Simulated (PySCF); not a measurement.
# Working out the ionisation energy of Te+

Te+ [Kr] 4d10 5s2 5p3 (4S) → Te(2+) [Kr] 4d10 5s2 5p2 (3P). Computed with PySCF 2.14 in aug-cc-pVDZ-PP with ECP28MDF (5s4p3d, 32 functions), with scalar relativity through the core potential. Frozen: 4s2 4p6 4d10. Energies in hartree (1 hartree = 27.21139 eV):

| part | Te+ (lower) | Te(2+) (upper) |
| --- | --- | --- |
| UHF | -266.715443 | -266.040972 |
| CCSD correlation | -0.060830 | -0.050854 |
| (T) | -0.000695 | -0.000500 |

Task: What does Hartree-Fock give?

Result: (-266.040972) − (-266.715443) = 0.674471 hartree = 18.353 eV.

Task: What do CCSD and CCSD(T) give?

Result: The CCSD correlation energies differ by 0.009976 hartree = 0.271 eV and the triples by 0.000195 hartree = 0.005 eV, so CCSD gives 18.624 eV and CCSD(T) 18.629 eV.

Reference: 18.6 ± 0.4 eV (measured; NIST Atomic Spectra Database, ionization energies), between the lowest levels; spin-orbit coupling is absent from the calculation.

A double-zeta basis recovers only part of the correlation energy.

What remains against the reference includes basis incompleteness, the frozen core and higher excitations.
